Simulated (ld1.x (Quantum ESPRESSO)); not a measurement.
## Before and after: TM potential for lead (Pb)

* Element: lead
* Generator: ld1.x (Quantum ESPRESSO) 7.5
* Type: norm-conserving Troullier–Martins (Kleinman–Bylander form)
* Functional: LDA (PZ)
* Relativity: fully relativistic
* Frozen core: [Xe] 4f14
* Valence charge: 14
* Reference configuration: 5d10 6s2 6p0 (charge +2)
* Partial waves: 6s (bound): rc 1.90 bohr; 5d (bound): rc 1.65 bohr; 6p (bound, empty): rc 1.85 bohr
* Local potential: the p channel
* Core correction: a·sin(br)/r model core, default radius (core density twice the valence density)

Open shells are filled in proportion to 2j + 1 (rel_dist='average').

All-electron outer shells of the reference configuration (LDA (PZ), scalar-relativistic, ld1.x):

```csv
shell,level (eV),outermost node (bohr),outermost maximum (bohr)
5p,-102.86,0.49,0.88
5d,-38.07,0.52,1.07
6s,-27.88,1.01,1.93
6p,-17.49,1.18,2.38
```

Change: wave 6s (bound): rc 1.90 bohr becomes 6s (bound): rc 2.80 bohr.

Cutoffs: the cutoffs (Ry, on a coarse ladder) from which the occupation-weighted sum of valence levels, in a spherical-Bessel basis at the reference potential, stays within 10 and 1 mRy of its value at 400 Ry; they do not see the model core or the augmentation charge, which bear on the density cutoff. Errors are all-electron minus pseudo energies relative to the spin-unpolarised reference configuration.

Q: What does the change do?

A: The potential gets neither clearly harder nor softer (55 Ry and 90 Ry → 55 Ry and 90 Ry); both files keep a bound ghost (s); of the 7 tests that both files solve, the error grows in 2 and shrinks in 0 by more than 15 % and 0.3 meV (median size 408.7 → 408.2 meV).

```tsv
quantity	base	changed
cutoff, loose	55 Ry	55 Ry
cutoff, tight	90 Ry	90 Ry
loose cutoff by channel (10 mRy a level)	s 18 Ry, d 50 Ry	s 8 Ry, d 50 Ry
bound ghosts	s	s
error for 5d10 6s2 6p2, meV [ΔE -20.88 eV]	-409	-408
error for 5d10 6s2 6p1, meV [ΔE -13.92 eV]	-253	-253
error for 5d10 6s1 6p0, meV [ΔE 32.87 eV]	-12	-34
error for 5d10 6s0 6p0, meV [ΔE 76.05 eV]	-56	-177
error for 5d9 6s2 6p3, meV [ΔE -1.87 eV]	-1067	-1070
error for 5d9 6s2 6p2, meV [ΔE 6.34 eV]	-870	-862
error for 5d10 6s0 6p4, meV [ΔE -3.22 eV]	-1042	-1111
```

Base: These tests converged, but a pseudo level misses the all-electron one widely, so the file describes the atom poorly there or has found another state: 5d10 6s2 6p2: 6p by 1.1 eV; 5d9 6s2 6p3: 6p by 1.4 eV; 5d10 6s0 6p4: 6p by 1.3 eV. Changed file: These tests converged, but a pseudo level misses the all-electron one widely, so the file describes the atom poorly there or has found another state: 5d10 6s2 6p2: 6p by 1.1 eV; 5d9 6s2 6p3: 6p by 1.4 eV; 5d10 6s0 6p4: 6p by 1.3 eV. A true bound ghost makes a file unfit for plane-wave use even where its test errors are small: the radial tests pick states by their node count and pass the ghost by.
